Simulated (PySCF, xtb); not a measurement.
Protons, H atoms and electrons added to or taken from N=C=O. Isolated molecules, 0 K electronic values unless said otherwise. One relaxed conformer stands for each flexible species; it need not be the lowest. Strings in code marks are SMILES.

Quantity: proton affinity at 298 K, in eV. Thermal and zero-point terms are GFN2-xTB rigid-rotor harmonic values (xtb).

Level 1: BP86/6-31G* // M06-2X/def2-TZVP (PySCF)
Level 2: M06-2X/6-31G* // M06-2X/def2-TZVP (PySCF)
Level 3: PBE/6-31G* // M06-2X/def2-TZVP (PySCF)
Level 4: HF/6-31G* // M06-2X/def2-TZVP (PySCF)

```tsv
species	level 2	level 3	level 4
proton added at N1: `[NH2+]=C=O`	7.52	7.53	7.73
proton added at O3: `N=C=[OH+]` (not the most basic site)	6.82	6.72	6.93
```

Task: What does level 1 give for each?

Result: 
- proton added at N1: `[NH2+]=C=O`: 7.54
- proton added at O3: `N=C=[OH+]` (not the most basic site): 6.74
